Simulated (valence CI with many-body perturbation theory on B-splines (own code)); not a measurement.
# E1 transitions of Dy⁵⁹⁺

Calculated by relativistic CI+MBPT: five valence electrons over a frozen Dirac-Fock core [He], a basis of 11 s, 11 p, 10 d, 8 f, 5 g, 2 h functions for each j, with the one-electron correlation potential Σ1, the two-electron term Σ2, the three-electron term Σ3, Breit, model QED; selected CI, second order for the rest, scaled by the run's own slope (own B-spline code, finite nucleus).

The last digits are not significant, and no measured levels were compared; by estimate large intervals hold to a few tenths of a per cent, small ones and those within an open d or f shell to about a per cent. Among the levels kept, up to 7300 cm⁻¹ of a level comes from second order outside the variational space, and about a tenth of that is noise between levels of different J, which matters for small intervals.

Lines 51 to 100 of 573 in falling wavelength, among levels below 9713.5 eV, chosen from the strongest by gf and those to the six lowest levels. Wavelengths and rates use the calculated energies. Electric multipoles are in the length gauge, E1 and E2 with the static RPA response of the core. Weak lines are less certain than strong ones. Lines between different terms over intervals too small for the method are left out, as are lines whose strength nearly cancels. The highest levels of a list are the least certain.

Levels are named by their leading jj configuration (3d3/2^4 stands for four electrons in 3d with j = 3/2), which in mixed levels can hold well under half, so a name can repeat and another be missing. Letters in brackets count levels of one name in rising energy.

| λ vac (Å) | Upper | Lower | A (s⁻¹) | S (a.u.) |
| --- | --- | --- | --- | --- |
| 39.89 | (2s 2p1/2 2p3/2^2 3p3/2) J=5/2 [a] | (2s 2p1/2 2p3/2^2 3s) J=3/2 [a] | 1.58e+11 | 2.98e-02 |
| 39.77 | (2p1/2^2 2p3/2^2 3p3/2) J=3/2 [b] | (2s 2p1/2 2p3/2^2 3p3/2) J=1/2 [c] | 1.09e+11 | 1.35e-02 |
| 39.54 | (2s 2p1/2 2p3/2^2 3p3/2) J=7/2 [c] | (2s^2 2p3/2^2 3p3/2) J=5/2 | 2.30e+11 | 5.62e-02 |
| 39.53 | (2s 2p1/2 2p3/2^2 3s) J=5/2 [c] | (2s^2 2p3/2^2 3s) J=3/2 | 8.42e+10 | 1.54e-02 |
| 39.43 | (2s 2p1/2 2p3/2^2 3d3/2) J=7/2 [b] | (2s 2p1/2 2p3/2^2 3p1/2) J=5/2 [b] | 1.26e+11 | 3.06e-02 |
| 39.41 | (2s 2p1/2 2p3/2^2 3p3/2) J=7/2 [b] | (2s 2p1/2 2p3/2^2 3s) J=5/2 [b] | 1.58e+11 | 3.82e-02 |
| 39.40 | (2s 2p1/2 2p3/2^2 3p3/2) J=3/2 [b] | (2s 2p1/2 2p3/2^2 3s) J=5/2 [b] | 1.56e+11 | 1.88e-02 |
| 39.32 | (2s 2p1/2^2 2p3/2^2) J=1/2 | (2s^2 2p1/2 2p3/2^2) J=1/2 | 5.47e+10 | 3.28e-03 |
| 39.30 | (2p1/2^2 2p3/2^2 3p3/2) J=7/2 | (2s 2p1/2 2p3/2^2 3p3/2) J=5/2 [b] | 7.99e+10 | 1.91e-02 |
| 39.30 | (2p1/2^2 2p3/2^2 3p3/2) J=5/2 | (2s 2p1/2 2p3/2^2 3p3/2) J=5/2 [b] | 1.41e+11 | 2.53e-02 |
| 39.25 | (2s 2p1/2 2p3/2^2 3d3/2) J=5/2 [e] | (2s 2p1/2 2p3/2^2 3p1/2) J=3/2 [d] | 1.31e+11 | 2.34e-02 |
| 39.18 | (2s^2 2p1/2 2p3/2 3d3/2) J=5/2 [b] | (2s^2 2p1/2 2p3/2 3p1/2) J=3/2 [b] | 1.71e+11 | 3.05e-02 |
| 38.90 | (2p1/2^2 2p3/2^2 3d3/2) J=3/2 | (2p1/2^2 2p3/2^2 3p1/2) J=3/2 | 2.11e+11 | 2.46e-02 |
| 38.88 | (2s 2p1/2 2p3/2^2 3d3/2) J=3/2 [e] | (2s 2p1/2 2p3/2^2 3p1/2) J=3/2 [d] | 1.15e+11 | 1.34e-02 |
| 38.78 | (2s 2p1/2 2p3/2^2 3p3/2) J=3/2 [e] | (2s 2p1/2 2p3/2^2 3s) J=1/2 [c] | 1.84e+11 | 2.11e-02 |
| 38.78 | (2s 2p1/2 2p3/2^2 3p3/2) J=1/2 [a] | (2s 2p1/2 2p3/2^2 3s) J=3/2 [a] | 4.25e+11 | 2.45e-02 |
| 38.78 | (2s^2 2p1/2 2p3/2 3p3/2) J=3/2 [a] | (2s^2 2p1/2 2p3/2 3s) J=3/2 [b] | 1.08e+11 | 1.24e-02 |
| 38.76 | (2s 2p1/2 2p3/2^2 3p3/2) J=5/2 [d] | (2s^2 2p3/2^2 3p3/2) J=5/2 | 7.95e+10 | 1.37e-02 |
| 38.67 | (2p1/2^2 2p3/2^2 3d3/2) J=5/2 | (2p1/2^2 2p3/2^2 3p1/2) J=3/2 | 8.64e+10 | 1.48e-02 |
| 38.47 | (2s 2p1/2^2 2p3/2 3p3/2) J=3/2 [a] | (2s 2p1/2^2 2p3/2 3s) J=3/2 [a] | 3.25e+11 | 3.65e-02 |
| 38.38 | (2s^2 2p1/2 2p3/2 3d3/2) J=3/2 [c] | (2s^2 2p1/2 2p3/2 3p1/2) J=3/2 [b] | 2.13e+11 | 2.38e-02 |
| 38.23 | (2p1/2^2 2p3/2^2 3d3/2) J=1/2 | (2p1/2^2 2p3/2^2 3p1/2) J=3/2 | 3.34e+11 | 1.84e-02 |
| 38.02 | (2s 2p1/2 2p3/2^2 3p3/2) J=5/2 [c] | (2s 2p1/2 2p3/2^2 3s) J=3/2 [d] | 8.75e+10 | 1.42e-02 |
| 38.00 | (2s 2p1/2 2p3/2^2 3d3/2) J=3/2 [c] | (2s 2p1/2 2p3/2^2 3p1/2) J=1/2 [a] | 1.59e+11 | 1.72e-02 |
| 37.92 | (2s 2p1/2 2p3/2^2 3d3/2) J=5/2 [a] | (2s 2p1/2 2p3/2^2 3p1/2) J=5/2 [a] | 1.61e+11 | 2.60e-02 |
| 37.90 | (2p1/2^2 2p3/2^2 3d3/2) J=5/2 | (2p1/2^2 2p3/2^2 3p1/2) J=5/2 | 1.70e+11 | 2.74e-02 |
| 37.78 | (2p1/2^2 2p3/2^2 3d3/2) J=7/2 | (2p1/2^2 2p3/2^2 3p1/2) J=5/2 | 2.15e+11 | 4.58e-02 |
| 37.73 | (2s 2p1/2^2 2p3/2 3d3/2) J=5/2 [a] | (2s 2p1/2^2 2p3/2 3p1/2) J=5/2 | 1.75e+11 | 2.78e-02 |
| 37.73 | (2p1/2^2 2p3/2^2 3s) J=5/2 | (2s 2p1/2 2p3/2^2 3s) J=5/2 [b] | 9.07e+10 | 1.44e-02 |
| 37.65 | (2s 2p1/2 2p3/2^2 3p3/2) J=5/2 [e] | (2s^2 2p3/2^2 3p3/2) J=5/2 | 9.50e+10 | 1.50e-02 |
| 37.62 | (2s 2p1/2^2 2p3/2 3d3/2) J=5/2 [a] | (2s 2p1/2^2 2p3/2 3p1/2) J=3/2 | 1.48e+11 | 2.34e-02 |
| 37.54 | (2s 2p1/2 2p3/2^2 3d3/2) J=7/2 [c] | (2s 2p1/2 2p3/2^2 3p1/2) J=5/2 [c] | 2.28e+11 | 4.77e-02 |
| 37.51 | (2s 2p1/2^2 2p3/2 3d5/2) J=5/2 [a] | (2s^2 2p1/2 2p3/2 3d3/2) J=3/2 [b] | 7.45e+10 | 1.16e-02 |
| 37.47 | (2s^2 2p3/2^2 3p3/2) J=1/2 | (2s^2 2p3/2^2 3s) J=3/2 | 4.13e+11 | 2.14e-02 |
| 37.39 | (2s^2 2p1/2 2p3/2 3d3/2) J=1/2 [b] | (2s^2 2p1/2 2p3/2 3p1/2) J=3/2 [b] | 2.90e+11 | 1.49e-02 |
| 37.38 | (2s 2p1/2 2p3/2^2 3p3/2) J=7/2 [c] | (2s 2p1/2 2p3/2^2 3s) J=5/2 [c] | 2.25e+11 | 4.64e-02 |
| 37.38 | (2s^2 2p3/2^2 3p3/2) J=5/2 | (2s^2 2p3/2^2 3s) J=3/2 | 1.50e+11 | 2.33e-02 |
| 37.32 | (2s^2 2p1/2 2p3/2 3p3/2) J=7/2 | (2s^2 2p1/2 2p3/2 3s) J=5/2 | 4.93e+11 | 1.01e-01 |
| 37.21 | (2p1/2^2 2p3/2^2 3p1/2) J=5/2 | (2s 2p1/2 2p3/2^2 3p1/2) J=5/2 [b] | 1.12e+11 | 1.71e-02 |
| 37.17 | (2s^2 2p3/2^2 3d3/2) J=5/2 | (2s^2 2p3/2^2 3p1/2) J=5/2 | 1.95e+11 | 2.96e-02 |
| 37.17 | (2s 2p1/2^2 2p3/2 3d3/2) J=5/2 [b] | (2s^2 2p1/2 2p3/2 3d3/2) J=3/2 [b] | 1.16e+11 | 1.76e-02 |
| 37.16 | (2s^2 2p3/2^2 3d3/2) J=3/2 [b] | (2s^2 2p3/2^2 3p1/2) J=1/2 | 3.11e+11 | 3.15e-02 |
| 37.14 | (2s 2p1/2 2p3/2^2 3p3/2) J=7/2 [a] | (2s 2p1/2 2p3/2^2 3s) J=5/2 [a] | 5.04e+11 | 1.02e-01 |
| 37.12 | (2s 2p1/2^2 2p3/2 3d3/2) J=3/2 [a] | (2s 2p1/2^2 2p3/2 3p1/2) J=3/2 | 2.74e+11 | 2.77e-02 |
| 37.12 | (2s^2 2p1/2 2p3/2 3d3/2) J=5/2 [a] | (2s^2 2p1/2 2p3/2 3p1/2) J=3/2 [a] | 2.78e+11 | 4.20e-02 |
| 37.11 | (2s 2p1/2^2 2p3/2 3p3/2) J=5/2 [b] | (2s 2p1/2^2 2p3/2 3s) J=3/2 [b] | 3.12e+11 | 4.72e-02 |
| 37.10 | (2s^2 2p3/2^2 3d3/2) J=7/2 | (2s^2 2p3/2^2 3p1/2) J=5/2 | 3.55e+11 | 7.15e-02 |
| 37.09 | (2s^2 2p3/2^2 3p3/2) J=7/2 | (2s^2 2p3/2^2 3s) J=5/2 | 5.32e+11 | 1.07e-01 |
| 37.08 | (2s^2 2p3/2^2 3d3/2) J=3/2 [a] | (2s^2 2p3/2^2 3p1/2) J=3/2 | 2.64e+11 | 2.66e-02 |
| 37.05 | (2s 2p1/2 2p3/2^2 3d3/2) J=3/2 [a] | (2s 2p1/2 2p3/2^2 3p1/2) J=3/2 [a] | 2.68e+11 | 2.69e-02 |
